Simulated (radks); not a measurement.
Question: The mean radii <r> (bohr) of the occupied orbitals of an atom or ion are listed with their occupations. Calculated with a radial shooting solver on a logarithmic mesh with Libxc functionals: Dirac Kohn-Sham, PBEsol, spin-unpolarised, spherical densities, finite nucleus; Fermi nuclear charge, rms radius of each element as measured or else 0.836 A^(1/3) + 0.57 fm.

| orbital | occ. | <r> |
|---|---|---|
| 1s1/2 | 2 | 0.05623 |
| 2s1/2 | 2 | 0.2555 |
| 2p1/2 | 2 | 0.2229 |
| 2p3/2 | 4 | 0.2261 |
| 3s1/2 | 2 | 0.7690 |
| 3p1/2 | 2 | 0.7998 |
| 3p3/2 | 4 | 0.8089 |
| 3d3/2 | 4 | 0.9371 |
| 3d5/2 | 2 | 0.9409 |

Name the element and its charge. Open shells, if any, fill j = l - 1/2 first.

Answer: Z = 27, cobalt, charge +3: Co3+ in [Ar] 3d6. The 1s radius gives Z: for a bare nucleus <r> = (2 gamma + 1)/(2Z) with gamma = sqrt(1 - (Z/c)^2), 0.05483 bohr for Z = 27, and screening makes it slightly larger (0.05623 here). The occupations add up to 24, and the charge is Z minus that.
